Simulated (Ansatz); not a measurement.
C2H4BN can be A, `CB1C=N1`, or B, `BN=C=C`.

Calculated with Ansatz (gas phase, PBE0-D4/def2-TZVP geometries, no zero-point term in ΔE). CCSD(T)/CBS adds triple-zeta CCSD(T) − MP2 to the extrapolated MP2 energy (def2 sets, frozen cores). Functionals use def2-TZVPP. B3LYP here is the variant with VWN-RPA as its local correlation; programs differ in this.

A:

Z-matrix (Å, degrees):
```
C
B 1 1.543
H 1 1.091 2 112.9
H 1 1.092 2 112.1 3 -124.0
H 1 1.096 2 108.3 3 118.2
C 2 1.446 1 161.6 3 -31.0
N 2 1.437 1 144.7 3 153.5
H 6 1.087 2 167.5 1 4.0
```

B:

```xyz
8

B     1.120    0.892   -1.313
N     0.326    0.260   -0.382
C    -0.363   -0.289    0.426
C    -1.118   -0.890    1.310
H     1.619    1.938   -1.021
H     1.279    0.371   -2.376
H    -1.280   -0.443    2.281
H    -1.583   -1.838    1.075
```

(1) Which isomer does CCSD(T)/CBS put lower? Give the gap. (Estimate.)

(2) Give E(B) − E(A) in kcal/mol with ωB97M-V, PBE-D4, B2PLYP, B3LYP-D4, CCSD(T)/def2-SVP, B3LYP, BLYP-D4. (Estimate.)

(3) Does the order hold for the free energy at 298.15 K (harmonic terms from PBE0-D4)? (Best estimate.)

Largest T1 diagnostic: 0.017.

## Answers

(1) The calculation gave: A, by 0.5 kcal/mol.

(2) Computed: ωB97M-V 1.5, PBE-D4 -5.7, B2PLYP -3.9, B3LYP-D4 -6.8, CCSD(T)/def2-SVP 0.1, B3LYP -6.9, BLYP-D4 -10.8. The order is the other way round with PBE-D4, B2PLYP, B3LYP-D4, B3LYP, BLYP-D4.

(3) The calculation gave: Too close to call: G(B) − G(A) = -0.3 kcal/mol. Modes under 60 cm⁻¹, often nearly free rotors, make the harmonic entropy too high.

From PBE to PBE0 (25 % exact exchange), in def2-TZVPP and without D4, E(B) − E(A) moves by +4.6 kcal/mol. Leaving LDA and LC-ωPBE aside and taking each functional with its dispersion term where it has one, the values, not all of them listed here, spread over 13.4 kcal/mol, from BLYP-D4 to ωB97X-V. LDA lies −0.9 kcal/mol from PBE without D4.
